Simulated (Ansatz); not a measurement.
Reaction (ligand exchange at a Ge–C bond): `C=[C]([GeH3])Br` + H–F → `[F][GeH3]` + `C=CBr`

Gas-phase electronic energies from Ansatz, PBE0-D4/def2-TZVP geometries. CBS: MP2 limit from def2 TZ/QZ plus the TZ coupled-cluster correction, frozen cores. This one scheme is used for every species. DFT in def2-TZVPP. B3LYP here is the variant with VWN-RPA as its local correlation; programs differ in this. For Br, Ge outer-core shells are correlated without core-valence functions, which leaves a few kJ/mol of doubt a bond. Scalar relativity is left out up to krypton.

Task: Is it downhill or uphill in electronic energy at CCSD(T)/CBS, and by how much? (An estimate is asked.)

Result: Ansatz gave: Downhill: ΔE = -12.6 kcal/mol.

Task: What do these levels give: B3LYP-D4, ωB97X-V, ωB97M-V, B2PLYP, CCSD(T)/def2-TZVPP, HF/CBS(def2)? (Estimate.)

Result: The calculation gave: B3LYP-D4 -16.3, ωB97X-V -16.8, ωB97M-V -15.9, B2PLYP -17.0, CCSD(T)/def2-TZVPP -13.5, HF/CBS(def2) -22.8 kcal/mol.

Largest T1 diagnostic among the species: 0.012.

The D4 term adds +2.8 kcal/mol with B3LYP and +1.5 kcal/mol with PBE0; it sums over pairs of atoms, weighted by their polarisabilities, and B3LYP, whose exchange is more repulsive, gets the larger term. In def2-TZVPP, CCSD(T) changes the Hartree–Fock value by +8.5 kcal/mol (the triples alone add +1.1 kcal/mol) and MP2 by +9.8 kcal/mol.
